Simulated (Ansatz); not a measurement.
The cluster Li₃Al⁻, relaxed as a doublet with UKS r2SCAN-D4/def2-TZVPD in Ansatz, starting from the GFN1-xTB geometry. Force threshold 0.02 eV/Å.

The charge -1 doublet is spin-contaminated (final ⟨S²⟩ up to 1.39, 0.75 for a pure state). The highest occupied level of the charge -1 doublet lies above zero (up to 0.35 eV). Its loss leaves the charge 0 triplet, which lies 0.87 eV higher (vertical, at r2SCAN-D4/def2-TZVPD), but this difference is unsure: the triplet is doubtful (geometry relaxed on an unsound state). The structure comes from a short search, and lower isomers may exist.

Start:

```
atom   x (Å)   y (Å)   z (Å)
 Li1  -0.739  -0.856  -0.550
 Li2  -0.450  -0.783   1.773
 Li3   0.747   0.836   0.569
 Al4   0.441   0.802  -1.792
```

| step | energy (eV) | largest force component (eV/Å) | SCF passes |
| --- | --- | --- | --- |
| 1 | -7208.0391 | 1.433 | 146 |
| 2 | -7208.6113 | 0.628 | 138 |
| 3 | -7208.7774 | 0.206 | 147 |
| 4 | -7208.8052 | 0.114 | 177 |
| 5 | -7208.8186 | 0.121 | 161 |
| 6 | -7208.8230 | 0.045 | 91 |
| 7 | -7208.8296 | 0.015 | 149 |
| 8 | -7208.8336 | 0.095 | 140 |
| 9 | -7208.8388 | 0.096 | 78 |
| 10 | -7208.8515 | 0.153 | 140 |
| 11 | -7208.8895 | 0.175 | 74 |
| 12 | -7208.9566 | 0.221 | 73 |
| 13 | -7209.0518 | 0.302 | 88 |
| 14 | -7209.1705 | 0.321 | 136 |
| 15 | -7209.2764 | 0.190 | 145 |
| 16 | -7209.2965 | 0.192 | 93 |
| 17 | -7209.3078 | 0.027 | 93 |
| 18 (rejected) | -7209.3068 | 0.050 | 75 |
| 19 | -7209.3083 | 0.006 | 89 |
| 20 | -7209.3085 | 0.008 | 70 |
| 21 | -7209.3085 | 0.026 | 75 |
| 22 | -7209.3088 | 0.008 | 71 |

Force components are those of the run's own axes.

End:

```xyz
4

Li   -0.002   -1.531   -0.809
Li   -1.238   -0.030    1.454
Li    1.768    0.414    0.305
Al   -0.528    1.147   -0.950
```

Bonds lost: Li2–Li3 (atoms count from 1). Bonds formed: Li2–Al4 (atoms count from 1). Metal–metal contacts that move far: Li1–Li2 2.34 to 2.98 Å.

The force fell under the threshold at step 7, but the optimiser went on and released 0.479 eV more. No frequencies were taken in this run, so the end may be a saddle point.

Run time 2.6 min (4 threads of Arm Neoverse V1 on a shared host).
